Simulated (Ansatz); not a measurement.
Calculated with Ansatz (gas phase, PBE0-D4/def2-TZVP geometries, no zero-point term in ΔE). CBS: MP2 limit from def2 TZ/QZ plus the TZ coupled-cluster correction, frozen cores. This one scheme is used for every species, atoms too. DFT in def2-TZVPP. No spin–orbit coupling; open shells (•) take unrestricted orbitals. Spin–orbit coupling would lower the free atoms: a little for C, Cl, O; strongly for Sn. Elements past krypton have def2 core potentials. For Sn outer-core shells are correlated without core-valence functions, so the limit isn't a true one: a few kJ/mol of doubt a bond, and 10 to 20 or more in all where bonds break to atoms. Each species was taken in one conformer, which may not be the lowest.

Reaction (atomization): `CC[O][Sn]([CH3])([Cl])[Cl]` → 3 C• + 2 Cl• + 8 H• + O• + Sn•

`CC[O][Sn]([CH3])([Cl])[Cl]`:

```xyz
15

C     1.549   -0.333    1.833
C     0.681   -1.290    1.050
O    -0.470   -0.673    0.499
Sn   -0.391    0.666   -0.904
C    -2.220    0.717   -1.955
Cl    0.088    2.740    0.026
Cl    1.431    0.124   -2.239
H     2.376   -0.871    2.303
H     1.981    0.435    1.184
H     0.971    0.166    2.613
H     0.305   -2.082    1.707
H     1.270   -1.775    0.262
H    -3.028    0.823   -1.233
H    -2.211    1.566   -2.636
H    -2.330   -0.213   -2.511
```

What is ΔE at CCSD(T)/CBS? (An estimate is asked.)

Ansatz gave: +5464.5 kJ/mol.

What do these levels give: PBE-D4, BHLYP-D4, PBE-QIDH, r2SCAN, PBE0, r2SCANh, HF/def2-TZVPP, SCS-MP2/def2-TZVPP, HF/def2-QZVPP, MP2/def2-QZVPP, HF/CBS(def2), CCSD/CBS(def2)? (Best estimate.)

The calculation gave: PBE-D4 5531.7, BHLYP-D4 5271.5, PBE-QIDH 5410.4, r2SCAN 5443.2, PBE0 5409.4, r2SCANh 5408.7, HF/def2-TZVPP 3971.9, SCS-MP2/def2-TZVPP 5348.4, HF/def2-QZVPP 3981.9, MP2/def2-QZVPP 5485.5, HF/CBS(def2) 3983.4, CCSD/CBS(def2) 5376.9 kJ/mol.

Largest T1 diagnostic among the species: 0.012.

From PBE to PBE0 (25 % exact exchange), in def2-TZVPP and without D4, ΔE moves by −80.7 kJ/mol: exact exchange takes away binding that semilocal exchange gives to molecules. At CCSD(T), def2-SVP lies −335.2 kJ/mol from the extrapolated value and def2-TZVPP −155.9 kJ/mol: correlation converges slowly with the basis, and small sets miss more of it in the bonded molecule than in its fragments. In def2-TZVPP, CCSD(T) changes the Hartree–Fock value by +1336.7 kJ/mol (the triples alone add +87.6 kJ/mol) and MP2 by +1420.7 kJ/mol; breaking electron pairs costs correlation energy, which Hartree–Fock lacks.

For atomizations the MP2-based limit and the directly extrapolated one differ by several kJ/mol either way, and by 10 to 25 for some Ge, Se and Sn compounds, so smaller differences from it don't rank the levels.
